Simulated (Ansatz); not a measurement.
Start from `N/C=C/C=O` and change one atom or group (the configuration at the double bond changes too) to get `N/[C]([AlH2])=C\C=O`.

Ansatz, PBE0-D4/def2-TZVP geometries, multiplicity 1. Each molecule was computed in one conformer, which needn't be the lowest.

```
                                        property  `N/C=C/C=O`
               LUMO energy (PBE/def2-TZVPP) / eV        -1.66
             HOMO–LUMO gap (PBE/def2-TZVPP) / eV         3.44
size of the dipole moment (B3LYP/def2-TZVPP) / D         6.52
             LUMO energy (B3LYP/def2-TZVPP) / eV        -0.93
              HOMO energy (PBE0/def2-TZVPP) / eV        -6.66
         HOMO–LUMO gap (ωB97M-V/def2-TZVPP) / eV        10.16
```

Question: What does the change do to each property? (Estimate.)

Answer: Computed: 
```
                                        property  `N/[C]([AlH2])=C\C=O`  shift
               LUMO energy (PBE/def2-TZVPP) / eV                  -3.05  -1.39
             HOMO–LUMO gap (PBE/def2-TZVPP) / eV                   2.22  -1.22
size of the dipole moment (B3LYP/def2-TZVPP) / D                   5.26  -1.26
             LUMO energy (B3LYP/def2-TZVPP) / eV                  -2.49  -1.56
              HOMO energy (PBE0/def2-TZVPP) / eV                  -6.65   0.01
         HOMO–LUMO gap (ωB97M-V/def2-TZVPP) / eV                   8.14  -2.02
```

Dipoles are sizes alone; their direction can turn.

B3LYP here is the variant with VWN-RPA as its local correlation; programs differ in this.
